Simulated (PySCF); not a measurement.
**Basis and Hamiltonian dependence of the excitation energy of Br⁺**

Br⁺ [Ar] 3d10 4s2 4p4 (3P) → Br⁺ [Ar] 3d10 4s1 4p5, s spin flipped. All values are computed (PySCF 2.14, energy differences of UHF-based or UKS calculations, no spin-orbit coupling). Values in eV.

| basis | Hamiltonian | functions | UHF | PBE | PBE0 | MP2 (valence) |
| --- | --- | --- | --- | --- | --- | --- |
| ANO-RCC-VTZP | spin-free X2C | 43 | 17.342 | 13.955 | 14.787 | 15.402 |
| x2c-TZVPPall | spin-free X2C | 48 | 17.329 | 13.927 | 14.762 | 15.394 |
| x2c-TZVPPall with one added diffuse shell each of s, p, d type | spin-free X2C | 57 | 17.331 | 13.928 | 14.763 | 15.393 |
| def2-QZVPPD | non-relativistic | 98 | 16.588 | 13.155 | 13.998 | 14.607 |

Frozen in the all-electron rows: valence: [Ar] 3d10.

In the upper determinant the s electron has its spin opposite to the other open shell, which mixes two multiplicities. Non-relativistic rows lack the scalar-relativistic shift.
